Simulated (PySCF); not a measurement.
Magnetic susceptibility: SMILES [C@H]1(c2ccccc2)C/C=C\CC/C=C\1, C14H16

Molfile (atoms numbered from 1):
```
C14H16
     RDKit          3D

 30 31  0  0  0  0  0  0  0  0999 V2000
   -2.9143    1.1886   -0.4979 C   0  0  0  0  0  0  0  0  0  0  0  0
   -1.7020    1.5446   -0.8960 C   0  0  0  0  0  0  0  0  0  0  0  0
   -0.5682    0.6030   -1.1638 C   0  0  0  0  0  0  0  0  0  0  0  0
    0.0240    0.0462    0.1630 C   0  0  2  0  0  0  0  0  0  0  0  0
    1.5277    0.1222    0.1670 C   0  0  0  0  0  0  0  0  0  0  0  0
    2.2033    0.7721    1.1906 C   0  0  0  0  0  0  0  0  0  0  0  0
    3.5862    0.8304    1.2009 C   0  0  0  0  0  0  0  0  0  0  0  0
    4.3132    0.2376    0.1839 C   0  0  0  0  0  0  0  0  0  0  0  0
    3.6496   -0.4136   -0.8425 C   0  0  0  0  0  0  0  0  0  0  0  0
    2.2683   -0.4716   -0.8492 C   0  0  0  0  0  0  0  0  0  0  0  0
   -0.4243   -1.3750    0.3772 C   0  0  0  0  0  0  0  0  0  0  0  0
   -1.6369   -1.7437    0.7604 C   0  0  0  0  0  0  0  0  0  0  0  0
   -2.7844   -0.8191    1.0399 C   0  0  0  0  0  0  0  0  0  0  0  0
   -3.3758   -0.2185   -0.2584 C   0  0  0  0  0  0  0  0  0  0  0  0
   -3.6472    1.9606   -0.3032 H   0  0  0  0  0  0  0  0  0  0  0  0
   -1.4750    2.5962   -1.0118 H   0  0  0  0  0  0  0  0  0  0  0  0
    0.2145    1.1282   -1.7134 H   0  0  0  0  0  0  0  0  0  0  0  0
   -0.9112   -0.2325   -1.7791 H   0  0  0  0  0  0  0  0  0  0  0  0
   -0.3582    0.6643    0.9834 H   0  0  0  0  0  0  0  0  0  0  0  0
    1.6416    1.2369    1.9888 H   0  0  0  0  0  0  0  0  0  0  0  0
    4.0971    1.3393    2.0055 H   0  0  0  0  0  0  0  0  0  0  0  0
    5.3923    0.2812    0.1911 H   0  0  0  0  0  0  0  0  0  0  0  0
    4.2116   -0.8788   -1.6397 H   0  0  0  0  0  0  0  0  0  0  0  0
    1.7562   -0.9823   -1.6523 H   0  0  0  0  0  0  0  0  0  0  0  0
    0.3224   -2.1317    0.1753 H   0  0  0  0  0  0  0  0  0  0  0  0
   -1.8516   -2.8000    0.8585 H   0  0  0  0  0  0  0  0  0  0  0  0
   -3.5626   -1.3735    1.5661 H   0  0  0  0  0  0  0  0  0  0  0  0
   -2.4602   -0.0026    1.6905 H   0  0  0  0  0  0  0  0  0  0  0  0
   -3.0897   -0.8549   -1.0998 H   0  0  0  0  0  0  0  0  0  0  0  0
   -4.4646   -0.2254   -0.1925 H   0  0  0  0  0  0  0  0  0  0  0  0
  1  2  2  0
  2  3  1  0
  3  4  1  0
  4  5  1  0
  5  6  2  0
  6  7  1  0
  7  8  2  0
  8  9  1  0
  9 10  2  0
  4 11  1  0
 11 12  2  0
 12 13  1  0
 13 14  1  0
 14  1  1  0
 10  5  1  0
  1 15  1  0
  2 16  1  0
  3 17  1  0
  3 18  1  0
  4 19  1  1
  6 20  1  0
  7 21  1  0
  8 22  1  0
  9 23  1  0
 10 24  1  0
 11 25  1  0
 12 26  1  0
 13 27  1  0
 13 28  1  0
 14 29  1  0
 14 30  1  0
M  END
```

Computed with GIAO B3LYP/MINI magnetisability, rotational g tensor and spin-rotation constants, non-relativistic, gas phase in PySCF 2.14.0. Geometry: GFN2-xTB.

Question: What are the magnetisability and the molar susceptibility?

Answer: Isotropic -2428 × 10⁻³⁰ J/T², or -146.2 × 10⁻⁶ cm³/mol; principal values -3123, -2152, -2010 × 10⁻³⁰ J/T², anisotropy 1050 × 10⁻³⁰ J/T² (root of half the summed squared differences of the principal values). The susceptibility is in cgs units.

Question: Split it along the inertial axes a, b, c into diamagnetic and paramagnetic parts about the centre of mass, with the quadrupole moment.

Answer: 
| axis | χ (10⁻⁶ cm³/mol) | diamagnetic (10⁻⁶ cm³/mol) | paramagnetic (10⁻⁶ cm³/mol) | summed x² of all electrons (Å²) | quadrupole Θ (D Å) |
| --- | --- | --- | --- | --- | --- |
| a | -127.8 | -942.4 | 814.6 | 699.5 | +5.55 |
| b | -185.2 | -3354.6 | 3169.4 | 130.9 | -8.26 |
| c | -125.7 | -3522.7 | 3397.1 | 91.2 | +2.71 |

Anisotropies 2χaa − χbb − χcc = +55.4 and 2χbb − χaa − χcc = -117.1 × 10⁻⁶ cm³/mol. Θ is traceless in Buckingham's convention.

Question: And the rotational g tensor?

Answer: 
| axis | rotational constant (GHz) | g | nuclear part | electronic part |
| --- | --- | --- | --- | --- |
| a | 1.6777 | -0.0367 | 0.6054 | -0.6421 |
| b | 0.3790 | +0.0034 | 0.5677 | -0.5643 |
| c | 0.3588 | -0.0079 | 0.5647 | -0.5726 |

Asymmetric top; isotopes 12C, 1H; no vibrational averaging.
